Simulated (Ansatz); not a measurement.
Relaxation of H4NSSbSi (8 atoms, charge 0, multiplicity 1), to a largest force component of 0.015 eV/Å in at most 40 steps.

These are results of RKS B3LYP-D4/def2-SVPD in Ansatz, not measurements.

```xyz
8
Properties=species:S:1:pos:R:3
N -0.931 1.359 0.206
Sb 0.985 0.960 -0.366
Si 0.681 -1.403 0.322
S 0.321 -0.967 -1.721
H -0.954 1.413 1.274
H -1.529 0.466 0.051
H 1.990 -2.166 0.481
H -0.443 -1.660 1.141
```

Task: Where does it end, and by what steps?

Result: It converged. The force dipped under the threshold on the way, but the program's further checks kept it going. After 17 steps the energy has fallen by 0.648 eV; H6 moved furthest, 1.50 Å.

```json
{"step": "0", "energy less start (eV)": "0.0000", "largest force component (eV/Å)": "2.594", "accepted": "yes"}
{"step": "1", "energy less start (eV)": "-0.4372", "largest force component (eV/Å)": "0.809", "accepted": "yes"}
{"step": "2", "energy less start (eV)": "-0.4789", "largest force component (eV/Å)": "0.369", "accepted": "yes"}
{"step": "3", "energy less start (eV)": "-0.4904", "largest force component (eV/Å)": "0.208", "accepted": "yes"}
{"step": "4", "energy less start (eV)": "-0.4626", "largest force component (eV/Å)": "0.351", "accepted": "no"}
{"step": "5", "energy less start (eV)": "-0.4990", "largest force component (eV/Å)": "0.141", "accepted": "yes"}
{"step": "6", "energy less start (eV)": "-0.5057", "largest force component (eV/Å)": "0.088", "accepted": "yes"}
{"step": "7", "energy less start (eV)": "-0.5111", "largest force component (eV/Å)": "0.496", "accepted": "yes"}
{"step": "8", "energy less start (eV)": "-0.5366", "largest force component (eV/Å)": "0.391", "accepted": "yes"}
{"step": "9", "energy less start (eV)": "-0.5779", "largest force component (eV/Å)": "0.194", "accepted": "yes"}
{"step": "10", "energy less start (eV)": "-0.6109", "largest force component (eV/Å)": "0.248", "accepted": "yes"}
{"step": "11", "energy less start (eV)": "-0.6278", "largest force component (eV/Å)": "0.236", "accepted": "yes"}
{"step": "12", "energy less start (eV)": "-0.6405", "largest force component (eV/Å)": "0.208", "accepted": "yes"}
{"step": "13", "energy less start (eV)": "-0.6464", "largest force component (eV/Å)": "0.080", "accepted": "yes"}
{"step": "14", "energy less start (eV)": "-0.6480", "largest force component (eV/Å)": "0.068", "accepted": "yes"}
{"step": "15", "energy less start (eV)": "-0.6483", "largest force component (eV/Å)": "0.021", "accepted": "yes"}
{"step": "16", "energy less start (eV)": "-0.6483", "largest force component (eV/Å)": "0.013", "accepted": "yes"}
{"step": "17", "energy less start (eV)": "-0.6484", "largest force component (eV/Å)": "0.008", "accepted": "yes"}
```

```xyz
8
Properties=species:S:1:pos:R:3
N -0.927 1.439 0.450
Sb 0.811 0.881 -0.514
Si 0.911 -1.522 0.340
S 0.185 -1.354 -1.658
H -1.420 0.725 0.979
H -1.592 1.952 -0.123
H 2.225 -2.189 0.532
H -0.071 -1.929 1.381
```

Whether the end is a true minimum wasn't checked by a vibrational analysis.

Run time: 95 s on 2 threads of Arm Neoverse V2, with other jobs on the host, peak memory 0.39 GiB.
